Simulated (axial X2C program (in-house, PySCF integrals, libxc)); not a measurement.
# OsS: properties at the nuclei

Computed with an in-house all-electron X2C program for linear molecules (integrals from PySCF): two-component X2C with atomic mean-field Coulomb and Gaunt terms, Gaussian nuclei, basis Os dyall-cv3z, S dyall-av3z with contracted cores.

R = 2.054 Å (near the PBE0 minimum at charge 0 of the determinant lowest at the starting distance; the state shown can have its own minimum elsewhere).

Determinant lowest in the PBE0 search, Ω = 2 (⟨Sz⟩ = 1.61, ⟨Lz⟩ = 0.39 at PBE0), spin on the atoms Os 1.35, S 0.26:

| level | Eeff magnitude (GV/cm) | Ws magnitude Os (kHz) | A∥/gI Os (MHz) | qzz Os (a.u.) | A∥/gI S (MHz) | qzz S (a.u.) | μ (D) |
| --- | --- | --- | --- | --- | --- | --- | --- |
| PBE0 | 7.52 | 1.01 | 96.1 | -0.81 | -66 | 0.27 | -2.62 |
| HF | 1.21 | 2.29 | 63.2 | -3.85 | -20.8 | 0.95 | -4.52 |
| BP86 | 8.09 | 2.13 | 285 | 1.89 | -90.4 | 0.09 | -1.67 |
| BHandHLYP | 15.9 | 5.13 | -161 | -1.86 | -50.6 | 0.33 | -3.10 |
| TPSSh | 3.93 | 0.538 | 229 | 0.14 | -71.8 | 0.17 | -2.36 |

Eeff is the effective electric field on the electron electric dipole moment in this Ω state and Ws the scalar–pseudoscalar constant of the nucleus named (defined with the proton number Z and per Ω); A∥ (defined per Ω) follows by multiplying with gI = μI/(I μN); qzz is the electric field gradient, eQq0 = 234.96 MHz × Q/barn × qzz; μ is positive if the S end (last atom) is positive. The operators were transformed with the bare-nucleus X2C matrices; with these basis sets, hyperfine constants and field gradients can be off by tens of per cent, and where levels differ in sign neither size nor sign is settled.

Each state is one determinant with collinear spin, which with several unpaired electrons need not be a pure state. Unrestricted Hartree–Fock can overshoot spin polarisation at the nuclei. With several open shells hyperfine constants can be off by a factor of several. Where Eeff spreads by more than a factor of two the levels disagree and none is to be relied on. Open-shell Ω = 0 determinants with evenly filled partner blocks cannot be reached by this program, so the Ω shown need not be the lowest component. At HF a later determinant lies lower. States lie within half an eV, so the first need not be the ground state. The sign of Ws at Os differs between levels in the first state. Further determinants of the search, some of them spin-mixed, are not shown. Where a field gradient or hyperfine factor spreads by more than a factor of two over the levels, a constant derived from it is not to be relied on.
